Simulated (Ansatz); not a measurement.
Q: Name a neutral molecule of C, N, O, Si, Zr and H with HOMO–LUMO gap (ωB97M-V/def2-TZVPP) between 9.40 and 9.70 eV and HOMO energy (ωB97M-V/def2-TZVPP) between -8.45 and -8.15 eV (Ansatz, PBE0-D4/def2-TZVP geometry).

A: `C[O][Zr]1234([CH3])([N](C)C)[C@@H]5[C@H]1[C@H]2[C@@]3([SiH3])[C@@H]54` (9.53 eV, -8.31 eV). Other molecules can fit too; these were computed, each in one conformer that needn't be the lowest.
